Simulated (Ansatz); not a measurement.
C$_{4}$H$_{12}$GaGeN (`C/[C]([GeH3])=[N]\[Ga]([CH3])[CH3]`) from Hartree–Fock to CCSD(T)

```xyz
19

C    -1.1387   -1.3231   -1.6749
C    -1.0457   -0.9425   -0.2216
Ge   -2.3548   -1.8163    1.0078
N    -0.2257   -0.1375    0.2596
Ga    1.1645    1.0460    0.2133
C     0.6682    2.9374    0.0347
C     2.9388    0.2895    0.5813
H    -0.3818   -0.7954   -2.2596
H    -2.1325   -1.0847   -2.0673
H    -1.0029   -2.4027   -1.7945
H    -2.1172   -1.2897    2.4283
H    -2.1825   -3.3493    0.9817
H    -3.8022   -1.5098    0.5699
H     1.1328    3.3699   -0.8551
H    -0.4129    3.0524   -0.0484
H     1.0170    3.5130    0.8954
H     3.6074    0.4594   -0.2666
H     2.8763   -0.7839    0.7628
H     3.3920    0.7672    1.4531
```

The species carries charge 0 and has multiplicity 1. Correlated methods include outer-core shells of Ga, Ge, which these sets cover unevenly. Scalar relativity is left out up to krypton. The structure was optimised at the PBE0-D4/def2-TZVP level. It is one conformer, not always the lowest. Frozen core, restricted reference, the Gaussian-basis code of Ansatz.

```
     basis      HF (Eh)  MP2 corr.
  def2-SVP  -4210.84423   -1.17937
def2-TZVPP  -4211.59437   -1.38787
def2-QZVPP  -4211.68626   -1.95615
```

Question: Estimate the CCSD correlation energy and the (T) correction in each basis where they were run (hartree).

Answer: 
| basis | CCSD corr. | (T) |
| --- | --- | --- |
| def2-SVP | -1.23620 | -0.04233 |
| def2-TZVPP | -1.43795 | -0.06158 |
